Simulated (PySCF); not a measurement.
An EPR job on `BC1=C[C]2[C@@H]3[C@H]2[C@H]13` [radical].

Computed with UKS B3LYP, pcH-1 on B C H, non-relativistic, mean-field spin-orbit, GIAO (PySCF 2.14.0). Geometry: GFN2-xTB. A driver script takes a list of jobs; this job's settings line and coordinates (Å) are shown.

Command:
```bash
OMP_NUM_THREADS=1 python probes_run.py task.json out
```

Input:
```
{"job": {"kind": "epr", "basis": "pcH-1"}, "charge": 0, "multiplicity": 2}
B      2.076677     0.274019     0.863538
C      0.691027     0.291404     0.235156
C      0.031195     1.333685    -0.332041
C     -1.251540     0.777837    -0.766608
C     -1.114873    -0.672242    -1.152858
C     -1.699318    -0.336559     0.143342
C     -0.275679    -0.857894     0.097229
H      2.712986     1.254066     0.898093
H      2.495626    -0.724369     1.308527
H      0.347888     2.350542    -0.452939
H     -1.390133    -1.267618    -1.996127
H     -2.594411    -0.576191     0.674843
H     -0.033834    -1.846193     0.462116
```

Output:
```
UKS, coarse grid
  cycle   1  E = -256.85385187  |g| = 2.58e-01
  cycle   2  E = -256.82691488  |g| = 3.47e-01
  cycle   3  E = -256.88902753  |g| = 1.00e-01
  cycle   4  E = -256.89368288  |g| = 3.99e-02
  cycle   5  E = -256.89446921  |g| = 9.69e-03
  cycle   6  E = -256.89452804  |g| = 3.42e-03
  cycle   7  E = -256.89453518  |g| = 1.42e-03
  cycle   8  E = -256.89453647  |g| = 5.67e-04
UKS, final grid
  cycle   1  E = -256.89452833  |g| = 7.09e-04
  cycle   2  E = -256.89452801  |g| = 1.08e-03
  cycle   3  E = -256.89452861  |g| = 1.11e-04
  cycle   4  E = -256.89452862  |g| = 5.73e-05
  cycle   5  E = -256.89452862  |g| = 4.21e-05
  cycle   6  E = -256.89452863  |g| = 1.41e-05
E = -256.89452863 Eh   <S^2> = 0.7529 (exact 0.7500)
g shifts (ppm)      1          2          3
  rmc          -165       -165       -165
  gc             29         11         -7
  oz_so         -91         15        471
  total        -228       -140        298
hyperfine (MHz)  atom isotope    a_iso     a_fc   dipolar eigenvalues
    0   11B       5.08       5.08     -1.53     -1.06      2.59
    1   13C      29.38      29.38     -4.38     -3.56      7.94
    2   13C      33.36      33.36     -8.69     -6.05     14.74
    3   13C     425.91     425.91    -74.60    -68.32    142.92
    4   13C       1.72       1.72     -6.30     -1.81      8.11
    5   13C       1.75       1.75     -6.30     -1.81      8.11
    6   13C      76.81      76.81     -5.03     -4.30      9.33
    7    1H      -0.28      -0.28     -1.24     -0.78      2.02
    8    1H       8.38       8.38     -1.23     -0.37      1.60
    9    1H       4.15       4.15     -6.36     -5.15     11.51
   10    1H       7.99       7.99     -4.76     -4.04      8.79
   11    1H       7.98       7.98     -4.76     -4.04      8.79
   12    1H      51.49      51.49     -3.49     -1.89      5.38
```

rmc, gc and oz_so are the mass-correction, gauge-correction and orbital-Zeeman/spin–orbit parts of the g shift along its three principal axes; a_iso is the isotropic hyperfine coupling and a_fc its Fermi-contact part. Atoms in this output count from 0.

Problem. How far is ⟨S²⟩ from the pure-spin value?

Solution. S = 0.5 gives S(S+1) = 0.75; the run has 0.7529, 0.0029 more.

Problem. Get g_iso from the total shifts.

Solution. Their mean is -23 ppm; added to g_e = 2.002319 it gives 2.00230.

Main results: ⟨S²⟩ 0.753; g_iso 2.0023.

One conformer (not necessarily the lowest) at the GFN2-xTB geometry, without solvent, vibrations or thermal averaging.

The run took 40 s wall (grids of density and orbitals included) on one thread, Arm Neoverse V2 (aarch64), no GPU (shared host), and the process peaked at 0.88 GiB of memory.
Labels such as C1 count atoms from 1, the log's own numbers from 0.
